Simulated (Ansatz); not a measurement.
`CNB(C)Cl` + CH₄ → `CB(C)Cl` + CH₃NH₂ at 500 K and 1 bar (formal exchange of groups at a B–N bond).

Gas-phase electronic energies from Ansatz, PBE0-D4/def2-TZVP geometries. CCSD(T)/CBS is the MP2 limit (def2-TZVPP, def2-QZVPP) plus CCSD(T) − MP2 in def2-TZVPP, frozen cores. This one scheme is used for every species. One conformer a species, not always the lowest.

```tsv
species	CCSD(T)/CBS energy (Eh)	H − E (kJ/mol)	S (J/(mol·K))
`CNB(C)Cl`	-619.69503	303.3	404.4
CH₄	-40.46206	135.6	206.8
`CB(C)Cl`	-564.35192	245.2	374.9
CH₃NH₂	-95.75281	191.8	270.3
```

H − E and S are ideal-gas, rigid-rotor, harmonic terms from PBE0-D4/def2-TZVP, for one conformer and one mirror image of each species. 1 Eh = 2625.50 kJ/mol, R = 8.31446 J/(mol·K).

Problem. By hand: ΔE, ΔH, ΔS and ΔG.

Solution. ΔE = (-564.35192) + (-95.75281) − (-619.69503) − (-40.46206) = 0.05236 Eh = 137.5 kJ/mol. Δ(H − E) = 245.2 + 191.8 − 303.3 − 135.6 = -1.9, so ΔH = 135.6 kJ/mol. ΔS = 374.9 + 270.3 − 404.4 − 206.8 = 34.0 J/(mol·K). ΔG = 135.6 − 500 × (34.0)/1000 = 118.6 kJ/mol.

Problem. By hand: the equilibrium constant, and the temperature at which ΔG would vanish if ΔH and ΔS stayed fixed.

Solution. log₁₀ K = −ΔG/(RT ln 10) = -12.4. ΔG = 0 at ΔH/ΔS = 3988 K, far beyond where these terms or the molecules hold.

ΔH outweighs TΔS. A doubt of 5 kJ/mol in ΔE shifts log₁₀ K by 0.5 here. Other conformers and mirror images would add mixing entropy, several J/(mol·K) or more a flexible species. Modes under 60 cm⁻¹, often nearly free rotors, make the harmonic entropy too high. These are equilibria of isolated gas molecules and say nothing of rates. Largest T1 diagnostic: 0.011 (customary marks: 0.02 for closed shells, 0.045 for open ones).
